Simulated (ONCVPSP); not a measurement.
**Before and after: ONCV potential for Ce (Z = 58)**

ONCVPSP 4.0.1 input, shortened (lines: element, Z, core and valence counts, functional; n l f; lmax; l rc ep ncon nbas qcut; lloc lpopt rc5 dvloc0; l nproj debl; icmod fcfact rcfact), PBE, scalar-relativistic:

```
  Ce 58.00    9    5        4      upf
    1    0    2.00
    2    0    2.00
    2    1    6.00
    3    0    2.00
    3    1    6.00
    3    2   10.00
    4    0    2.00
    4    1    6.00
    4    2   10.00
    4    3    1.00
    5    0    2.00
    5    1    6.00
    5    2    1.00
    6    0    2.00
    3
    0    2.80    0.00    4    9    3.70
    1    1.80    0.00    4    9    4.50
    2    2.80    0.00    4    7    4.10
    3    1.05    0.00    4    8   15.60
    4    5    0.70    6.00
    0    2    0.90
    1    1    1.70
    2    3    3.90
    3    2    3.90
    0    0.00    0.00
```

Change: s: rc 3.42.

Cutoffs: the cutoffs (Ha) at which the residual kinetic energy of the hardest occupied pseudo-wave falls to 1 and 0.1 mHa per electron; they do not see the model core or the augmentation charge, which bear on the density cutoff. Errors are all-electron minus pseudo energies relative to the spin-unpolarised reference configuration.

Q: What does the change do?

A: The potential gets neither clearly harder nor softer (103 Ha and 114 Ha → 103 Ha and 114 Ha); both files keep a bound ghost (p, s); the lowest positive-energy flag moves from s at 31.6 eV to d at 213.4 eV; the errors of the 3 common tests hardly move.

| quantity | base | changed |
| --- | --- | --- |
| cutoff, loose | 103 Ha | 103 Ha |
| cutoff, tight | 114 Ha | 114 Ha |
| loose cutoff by channel | s 3.0 Ha, p 21 Ha, d 6.1 Ha, f 103 Ha | s 3.4 Ha, p 21 Ha, d 6.1 Ha, f 103 Ha |
| bound ghosts | s, p | s, p |
| GHOST(+) flags under 300 eV | s at 31.6 eV, d at 213.4 eV | d at 213.4 eV |
| tests counted as reliable (solved cleanly; for ONCVPSP, near-neutral configurations with less than one 5d electron left out) | 3 of 4 | 3 of 4 |
| error for 4f1 5s2 5p6 5d1 6s1, meV [ΔE 6.07 eV] | -1.9 | -1.8 |
| error for 4f1 5s2 5p6 5d1 6s0, meV [ΔE 17.15 eV] | -8.3 | -9.2 |
| error for 4f1 5s2 5p6 5d0 6s0, meV [ΔE 36.33 eV] | +2.4 | +2.7 |
| p: phases at 1.83 bohr within 0.05 rad from the reference energy up to (Ha; the scan ends near 5) | 1.5 | 1.5 |
| d: phases at 2.84 bohr within 0.05 rad from the reference energy up to (Ha; the scan ends near 5) | to the end of the scan | to the end of the scan |
| f: phases at 1.07 bohr within 0.05 rad from the reference energy up to (Ha; the scan ends near 5) | to the end of the scan | to the end of the scan |

 A true bound ghost makes a file unfit for plane-wave use even where its test errors are small: the radial tests pick states by their node count and pass the ghost by.
